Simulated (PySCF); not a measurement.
## Potential energy of ErO along the bond

Set-up: Er x2c-SVPall, O x2c-SVPall; spin-free X2C with a Gaussian nucleus (PySCF 2.14). Energies in eV from Er (4f12 6s2) + O in their ground configurations at the same level. State: quintet, about 11.2 electrons in the 4f shell (Mulliken), real f orbitals that mix terms.

All columns are r²SCAN. A positive dipole means Er(−)O(+).

```tsv
R (Å)	E (eV)	μ (D)	Mulliken charge on Er (basis-dependent)	HOMO (eV)	LUMO (eV)	Mayer bond order	⟨S²⟩
1.537	-4.301	-2.48	0.26	-3.78	-3.00	2.42	6.00
1.608	-5.337	-3.16	0.32	-3.92	-3.23	2.40	6.00
1.680	-5.929	-3.75	0.37	-4.05	-3.46	2.38	6.00
1.733	-6.152	-4.14	0.39	-4.14	-3.62	2.37	6.00
1.787	-6.231	-4.49	0.42	-4.21	-3.76	2.36	6.00
1.841	-6.198	-4.80	0.44	-4.28	-3.87	2.35	6.00
1.912	-6.025	-5.17	0.46	-4.35	-3.96	2.33	6.00
2.001	-5.674	-5.55	0.48	-4.41	-4.00	2.30	6.00
2.109	-5.142	-5.90	0.51	-4.45	-3.94	2.25	6.00
2.252	-4.375	-6.20	0.52	-4.44	-3.79	2.17	6.01
```

A fit through these points gives, at Re = 1.796 Å, μ = -4.54 D and dμ/dR = -6.10 D/Å; the reduced mass is 14.59 u.

Question: How strong is the fundamental in the double-harmonic approximation, I = 42.26·(dμ/dR)²/μred km/mol?

Answer: I = 42.26·(-6.10)²/14.59 = 108 km/mol at r²SCAN.

These are scalar-relativistic numbers at best; spin–orbit coupling would shift them, the dissociation energy most. The state is the lowest single determinant that the PBE0 search found; with open d or f shells the true ground state can be another one.
